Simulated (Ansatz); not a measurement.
Ansatz (a quantum-chemistry and plane-wave program) input (X2C-CCSD(T)/cc-pVTZ-DK):

Ansatz 0.2 input:
```yaml
crystal:
  periodic: [false, false, false]
  atoms:
    - {symbol: Si, position_ang: [-0.16829155, 0.86656778, 0.27553304]}
    - {symbol: O, position_ang: [-1.26235691, -0.01557634, -0.60559013]}
    - {symbol: C, position_ang: [-1.86271309, -1.16413901, -0.20438227]}
    - {symbol: O, position_ang: [1.17706710, 0.01073918, 0.63014747]}
    - {symbol: C, position_ang: [2.05853026, -0.54464259, -0.33815317]}
    - {symbol: H, position_ang: [-0.74439104, 1.23645930, 1.58114216]}
    - {symbol: H, position_ang: [0.12927990, 2.01727046, -0.59854634]}
    - {symbol: H, position_ang: [-2.63116598, -1.54198049, -0.86083170]}
    - {symbol: H, position_ang: [-1.78343540, -1.47090439, 0.83083538]}
    - {symbol: H, position_ang: [1.59148814, -1.39200720, -0.84543506]}
    - {symbol: H, position_ang: [2.34908035, 0.20002766, -1.08552892]}
    - {symbol: H, position_ang: [2.95264134, -0.88942723, 0.17965596]}
basis:
  gaussian:
    orbitals: cc-pVTZ-DK
magnetization: {spin_polarized: true, initial_magnetization: 1}
correlation: {method: ccsd_t, electrons: outside_noble_gas}
```

Output:

```
Functional definition: HF
integrals: 2.67 GiB planned
1445 factors; integrals over basis functions are off by at most 1.1e-3 eV
1.35 GiB of device memory are held for the factors and their scratch space
mean field: 1.29 GiB planned
mean field evaluation 1: about -14128.1899 eV, gradient 2.8e1 eV
mean field evaluation 2: about -14128.2062 eV, gradient 2.8e1 eV
mean field evaluation 4: about -14131.6335 eV, gradient 3.5e0 eV
mean field evaluation 8: about -14131.7175 eV, gradient 2.1e-1 eV
mean field evaluation 16: about -14131.6854 eV, gradient 8.0e-1 eV
mean field -14131.71843893 eV, -519.3310738078 hartree, gradient 2.4e-6 eV, S^2 0.762455; 0 other end points of the search recorded, 0 dependent functions left out
9 core orbitals not correlated
reference -14131.71843893 eV, -519.3310738078 hartree; 16, 15 occupied and 227, 228 virtual orbitals, 1445 factors
second order -24.84841392 eV of doubles, -0.00000000 eV of singles
coupled cluster: 21.05 GiB planned
cycle   1  -25.25064042 eV  change   -4.0e-1 eV  update   1.1e-1
cycle   2  -25.88287199 eV  change   -6.3e-1 eV  update   3.2e-2
cycle   3  -26.03626828 eV  change   -1.5e-1 eV  update   1.8e-2
cycle   4  -26.02452616 eV  change    1.2e-2 eV  update   6.0e-3
cycle   5  -26.02497083 eV  change   -4.4e-4 eV  update   3.2e-3
cycle   6  -26.02622629 eV  change   -1.3e-3 eV  update   1.1e-3
cycle   7  -26.02586213 eV  change    3.6e-4 eV  update   4.0e-4
cycle   8  -26.02591587 eV  change   -5.4e-5 eV  update   1.5e-4
cycle   9  -26.02595686 eV  change   -4.1e-5 eV  update   5.8e-5
cycle  10  -26.02591554 eV  change    4.1e-5 eV  update   2.0e-5
cycle  11  -26.02592625 eV  change   -1.1e-5 eV  update   9.2e-6
perturbative correction -0.94554090 eV, -0.0347479872 hartree
Total energy: -14158.68990608 eV, -520.3222569436 hartree
Relativity: scalar
```

It need not be the lowest isomer of its formula.
